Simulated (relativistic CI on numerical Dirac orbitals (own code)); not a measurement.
Computed by Dirac-Coulomb-Breit CI, orbitals from a KLI potential per configuration, QED by a radiative potential, unscaled Slater integrals (own radial code, finite nucleus).

Configuration list (outside the closed core [Ar] 3d10): 4s²4p³, 4s4p⁴, 4s²4p²4d, 4p⁵, 4s4p³4d, 4s²4p²4f, 4s4p³4f, 4p⁴4d, 4s4p²4d², 4s²4p4d4f, 4p⁴4f, 4s²4p²5s, 4p³4d4f, 4s4p²4f², 4p⁴5s, 4s²4p²5p, 4s4p²4d5s, 4s²4p4f5s, 4s4p³5s, 4s²4p²5d, 4s4p³5p, 4s²4p²5f, 4s²4p²5g, 4s4p³5d, 4p³4f5s, 4s²4p²6s, 4s4p³5f, 4s²4p4d², 4s²4d³, 4s4p4d³, 4s²4d²4f, 4s4p4d²4f, 4s²4d²5s, 4p³4d², 4p²4d³, 4p²4d²4f, 4p²4d²5s, 4s²4p4f², 4s²4d4f², 4s4p4d4f², 4s²4f³, 4s4p4f³, 4s²4f²5s, 4p³4f², 4p²4d4f², 4p²4f³, 4p²4f²5s, 4s4p²4d4f, 4s4p4d4f5s, 4s²4p4d5s, 4s4p4d²5s, 4s²4d4f5s, 4s²4d5s², 4p³4d5s, 4p²4d4f5s, 4p²4d5s², 4s4p²4f5s, 4s4p4f²5s, 4s4p4f5s², 4s²4p5s², 4s4p4d5s², 4s²4f5s². Double excitations out of closed p, d and f shells are left out; levels of such configurations are missing from the list, as are those of other unlisted configurations, and high levels can miss mixing partners. These lack a partner that the ground configuration has and come out too high: 4s²4p²5p, 4s²4p²5d, 4s4p³5p, 4s²4p²5f, 4s²4p²5g.

At this charge energies of transitions that change n are usually good to better than 1 %, and those within a shell (Δn = 0) to a few per cent.

Outline of the computed level scheme of Eu XXXI. Lowest level of each configuration: 4s²4p³ ²P°3/2 at 0.000 eV; 4s4p⁴ ⁴P5/2 at 104.133 eV; 4s²4p²4d ²D3/2 at 111.854 eV; 4s4p³4d ⁶D°5/2 at 218.072 eV.

Some strong electric-dipole decays among the lowest 45 levels: 4s²4p²4d ²F7/2 → 4s²4p³ ²D°5/2 (7.5e+11 s⁻¹); 4s²4p²4d ²D5/2 → 4s²4p³ ²P°3/2 (6.5e+11 s⁻¹); 4s²4p²4d ⁴P1/2 → 4s²4p³ ²P°3/2 (6.3e+11 s⁻¹); 4s²4p²4d ²S1/2 → 4s²4p³ ²P°3/2 (6.1e+11 s⁻¹); 4s²4p²4d ²D3/2 → 4s²4p³ ²P°1/2 (5.9e+11 s⁻¹); 4s²4p²4d ²P3/2 → 4s²4p³ ²P°3/2 (5.6e+11 s⁻¹); 4s²4p²4d ²P1/2 → 4s²4p³ ⁴S°3/2 (5.3e+11 s⁻¹); 4s²4p²4d ²D3/2 → 4s²4p³ ⁴S°3/2 (5.3e+11 s⁻¹).

LS names give the leading component of a level, which can be under half, so a name can repeat, a term be missing and a line seem to break the LS rules.
